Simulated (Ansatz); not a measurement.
Molecule: CH$_{7}$OSi$_{2}$ (charge -1, singlet). It need not be the lowest isomer of its formula. Whether it binds its extra electron was not tested at this geometry. SMILES: [SiH3]O[SiH2][CH2-]
Structure (B3LYP-D3(BJ)/def2-TZVP (Ansatz, a first-principles code) minimum search):
```xyz
11

C     -1.9427     0.6079    -0.0267
Si    -0.9666    -0.8288    -0.2282
O      0.7480    -0.6580    -0.0702
Si     1.4657     0.7626     0.2521
H     -2.2837     0.9487     0.9463
H     -2.1525     1.2891    -0.8459
H     -1.0439    -1.4607    -1.5885
H     -1.2174    -1.9111     0.7825
H      1.3079     1.8220    -0.7819
H      2.9374     0.4790     0.3060
H      1.1360     1.3757     1.5681
```
Charge -1, spin multiplicity 1.

Parts of the frozen-core correlation energy in STO-3G (Ansatz, hartree). Frozen orbitals: 12; correlated occupied orbitals by spin: 13 and 13; virtual: 10 and 10. No spin-orbit coupling. No relativistic terms.

| term | value |
|---|---|
| reference (HF) | -686.31621 |
| MP2 opposite-spin | -0.14197 |
| MP2 same-spin | -0.02100 |
| CCSD correlation | -0.21285 |
| (T) | -0.00575 |
| T1 diagnostic | 0.016 |
| largest doubles amplitude | 0.039 |
